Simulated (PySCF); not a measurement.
PySCF job for Ge(Cl)(SH)3 (ClGeH3S3), SMILES [SH][Ge]([SH])([SH])[Cl], TDDFT-PBE/def2-SVPD. Geometry optimised at ωB97X-D3(BJ)/def2-SVP. The structure was generated by enumeration, and PubChem lists no compound with its InChIKey, so it may never have been made. The values are those of a single conformer.

```python
import numpy as np
from pyscf import gto, scf, dft, tdscf

mol = gto.M(
    atom='''
    S    -0.73919619   -0.46558804   -2.02657494
    Ge   -0.00244585    0.00131565   -0.01126450
    S    -0.30619756   -1.79857918    1.21145610
    S     2.07861723    0.70054283    0.13026910
    Cl   -1.13734389    1.68158514    0.67982679
    H    -0.31714615   -1.74414535   -1.95733929
    H     0.61992326   -1.43379788    2.12008735
    H     2.57876036   -0.43311507   -0.40174365
    ''',
    basis='def2-SVPD',
    charge=0,
    spin=0,
    max_memory=1600,
    verbose=4,
)
mf = dft.RKS(mol, xc='pbe').density_fit(auxbasis='def2-universal-jkfit')
mf.grids.level = 3
mf.conv_tol = 1e-9
mf.max_cycle = 100
mf.kernel()
mf.grids = dft.Grids(mol).set(level=1).build(with_non0tab=True)  # coarser grid for the response kernel
td = tdscf.TDDFT(mf)
td.singlet = True
td.nstates = 10
td.conv_tol = 1e-4
td.positive_eig_threshold = 1e-6
td.kernel(x0=td.get_init_guess(mf, 15))
td.analyze()
tt = tdscf.TDA(mf)
tt.singlet = False
tt.nstates = 4
tt.conv_tol = 1e-4
tt.positive_eig_threshold = 1e-6
tt.kernel(x0=tt.get_init_guess(mf, 9))
tt.analyze(verbose=3)
```

Log of the run:

```
PySCF version 2.14.0

[INPUT] verbose = 4
[INPUT] num. atoms = 8
[INPUT] num. electrons = 100
[INPUT] charge = 0
[INPUT] spin (= nelec alpha-beta = 2S) = 0
[INPUT] symmetry False subgroup None
[INPUT] Mole.unit = angstrom
[INPUT] Symbol           X                Y                Z      unit          X                Y                Z       unit  Magmom
[INPUT]  1 S     -0.739196190000  -0.465588040000  -2.026574940000 AA   -1.396878351422  -0.879833882473  -3.829671607507 Bohr   0.0
[INPUT]  2 Ge    -0.002445850000   0.001315650000  -0.011264500000 AA   -0.004621986642   0.002486218176  -0.021286819930 Bohr   0.0
[INPUT]  3 S     -0.306197560000  -1.798579180000   1.211456100000 AA   -0.578629528410  -3.398822063545   2.289320240934 Bohr   0.0
[INPUT]  4 S      2.078617230000   0.700542830000   0.130269100000 AA    3.928017282502   1.323834087228   0.246172921494 Bohr   0.0
[INPUT]  5 Cl    -1.137343890000   1.681585140000   0.679826790000 AA   -2.149268461547   3.177735369738   1.284686445242 Bohr   0.0
[INPUT]  6 H     -0.317146150000  -1.744145350000  -1.957339290000 AA   -0.599319364960  -3.295957032934  -3.698835190951 Bohr   0.0
[INPUT]  7 H      0.619923260000  -1.433797880000   2.120087350000 AA    1.171485179648  -2.709485311182   4.006384451655 Bohr   0.0
[INPUT]  8 H      2.578760360000  -0.433115070000  -0.401743650000 AA    4.873150821285  -0.818468862722  -0.759185470783 Bohr   0.0

nuclear repulsion = 798.61821963998
number of shells = 70
number of NR pGTOs = 290
number of NR cGTOs = 170
basis = def2-SVPD
ecp = {}


[settings echo left out]
init E= -3731.72245276604
  HOMO = -0.281410445104182  LUMO = -0.103563298373763  gap/eV = 4.83947
cycle= 1 E= -3731.85478304454  delta_E= -0.132  |g|= 0.69  |ddm|= 3.84
  HOMO = -0.221499140109765  LUMO = -0.101863078358332  gap/eV = 3.25546
cycle= 2 E= -3731.6674080755  delta_E= 0.187  |g|= 1.18  |ddm|= 3.15
  HOMO = -0.2314865998925  LUMO = -0.0826235497327219  gap/eV = 4.05077
cycle= 3 E= -3731.92949625907  delta_E= -0.262  |g|= 0.155  |ddm|= 2.22
  HOMO = -0.243723473333413  LUMO = -0.0962574909920271  gap/eV = 4.01275
cycle= 4 E= -3731.93746774126  delta_E= -0.00797  |g|= 0.034  |ddm|= 0.268
  HOMO = -0.242746845192396  LUMO = -0.0943304461121119  gap/eV = 4.03862
cycle= 5 E= -3731.93781329687  delta_E= -0.000346  |g|= 0.0107  |ddm|= 0.0647
  HOMO = -0.242643567571436  LUMO = -0.0943571808408583  gap/eV = 4.03508
cycle= 6 E= -3731.9378549563  delta_E= -4.17e-05  |g|= 0.00131  |ddm|= 0.0171
  HOMO = -0.242565935570468  LUMO = -0.0942736078140722  gap/eV = 4.03524
cycle= 7 E= -3731.93785536303  delta_E= -4.07e-07  |g|= 0.000743  |ddm|= 0.00324
  HOMO = -0.242565456768639  LUMO = -0.094279989933141  gap/eV = 4.03505
cycle= 8 E= -3731.93785553539  delta_E= -1.72e-07  |g|= 0.000163  |ddm|= 0.00141
  HOMO = -0.242568600321408  LUMO = -0.0942853496216416  gap/eV = 4.03499
cycle= 9 E= -3731.93785554444  delta_E= -9.04e-09  |g|= 2.68e-05  |ddm|= 0.00034
  HOMO = -0.242569970186291  LUMO = -0.094284772408344  gap/eV = 4.03505
cycle= 10 E= -3731.93785554464  delta_E= -2.05e-10  |g|= 1.37e-05  |ddm|= 6.85e-05
  HOMO = -0.242567143096506  LUMO = -0.0942843234980155  gap/eV = 4.03498
Extra cycle  E= -3731.93785554451  delta_E= 1.34e-10  |g|= 2.38e-05  |ddm|= 6.9e-05
converged SCF energy = -3731.93785554451
tot grids = 40096
Overwritten attributes  positive_eig_threshold  of <class 'pyscf.tdscf.rks.CasidaTDDFT'>


******** <class 'pyscf.tdscf.rks.CasidaTDDFT'> for <class 'pyscf.df.df_jk.DFRKS'> ********
nstates = 10 singlet
deg_eia_thresh = 1.000e-03
wfnsym = None
conv_tol = 0.0001
eigh lindep = 1e-12
eigh level_shift = 0
eigh max_cycle = 100


Excitation energies (eV)
[4.17388013 4.47731164 4.66822273 5.25198109 5.51915771 5.57066525
 5.58627367 5.64717882 5.72562002 5.89723642]

** Singlet excitation energies and oscillator strengths **
Excited State   1:      4.17388 eV    297.05 nm  f=0.0073
      50 -> 51       -0.70375
Excited State   2:      4.47731 eV    276.92 nm  f=0.0170
      49 -> 51       -0.69841
Excited State   3:      4.66822 eV    265.59 nm  f=0.0135
      48 -> 51        0.69563
Excited State   4:      5.25198 eV    236.07 nm  f=0.0021
      50 -> 52        0.70217
Excited State   5:      5.51916 eV    224.64 nm  f=0.0202
      47 -> 51        0.46870
      49 -> 52        0.51292
Excited State   6:      5.57067 eV    222.57 nm  f=0.0062
      46 -> 51        0.44552
      47 -> 51        0.28285
      49 -> 52       -0.28692
      50 -> 53        0.33736
Excited State   7:      5.58627 eV    221.94 nm  f=0.0118
      46 -> 51       -0.35579
      47 -> 51        0.39604
      49 -> 52       -0.37579
      50 -> 53       -0.19338
Excited State   8:      5.64718 eV    219.55 nm  f=0.0147
      46 -> 51       -0.33731
      48 -> 52        0.14263
      50 -> 53        0.57641
Excited State   9:      5.72562 eV    216.54 nm  f=0.0167
      46 -> 51        0.10486
      48 -> 52        0.67178
      50 -> 54       -0.13300
Excited State  10:      5.89724 eV    210.24 nm  f=0.0104
      49 -> 53       -0.36590
      50 -> 54        0.57306

** Transition electric dipole moments (AU) **
state          X           Y           Z        Dip. S.      Osc.
  1        -0.1177     -0.0109     -0.2402      0.0717      0.0073
  2        -0.3504      0.0336      0.1751      0.1546      0.0170
  3        -0.0458     -0.2546      0.2260      0.1180      0.0135
  4         0.1024      0.0578      0.0538      0.0167      0.0021
  5         0.3594      0.0052     -0.1419      0.1494      0.0202
  6        -0.0328      0.1431      0.1534      0.0451      0.0062
  7         0.0682      0.2840      0.0316      0.0863      0.0118
  8        -0.1870     -0.0423     -0.2629      0.1059      0.0147
  9         0.0807     -0.2429      0.2310      0.1189      0.0167
 10         0.1785     -0.0130      0.1998      0.0719      0.0104

** Transition velocity dipole moments (imaginary part, AU) **
state          X           Y           Z        Dip. S.      Osc.
  1        -0.0184     -0.0016     -0.0373      0.0017      0.0075
  2        -0.0577      0.0054      0.0290      0.0042      0.0170
  3        -0.0082     -0.0438      0.0393      0.0035      0.0137
  4         0.0198      0.0108      0.0109      0.0006      0.0022
  5         0.0745      0.0023     -0.0290      0.0064      0.0210
  6        -0.0052      0.0294      0.0325      0.0019      0.0063
  7         0.0140      0.0591      0.0053      0.0037      0.0121
  8        -0.0373     -0.0081     -0.0561      0.0046      0.0148
  9         0.0166     -0.0511      0.0478      0.0052      0.0164
 10         0.0396     -0.0036      0.0446      0.0036      0.0110

** Transition magnetic dipole moments (imaginary part, AU) **
state          X           Y           Z
  1        -0.0265      0.5666      0.1637
  2        -0.3989      0.0581     -0.2630
  3         0.0721      0.0213     -0.1435
  4        -0.1192      0.6729      0.2492
  5        -0.3443      0.2121     -0.2448
  6         0.3098     -0.1879     -0.1780
  7         0.2257      0.1919      0.1020
  8        -0.0748     -0.5067     -0.1528
  9        -0.4277     -0.0439      0.0782
 10         0.0918      0.3141     -0.2921
Overwritten attributes  positive_eig_threshold  of <class 'pyscf.tdscf.rks.TDA'>


******** <class 'pyscf.tdscf.rks.TDA'> for <class 'pyscf.df.df_jk.DFRKS'> ********
nstates = 4 triplet
deg_eia_thresh = 1.000e-03
wfnsym = None
conv_tol = 0.0001
eigh lindep = 1e-12
eigh level_shift = 0
eigh max_cycle = 100


Excitation energies (eV)
[3.87167394 4.13294399 4.34078753 5.09909368]

** Triplet excitation energies and oscillator strengths **
Excited State   1:      3.87167 eV    320.23 nm  f=0.0000
Excited State   2:      4.13294 eV    299.99 nm  f=0.0000
Excited State   3:      4.34079 eV    285.63 nm  f=0.0000
Excited State   4:      5.09909 eV    243.15 nm  f=0.0000
```

The calculation finished and met its thresholds.

Cost: very roughly 60 core-seconds.
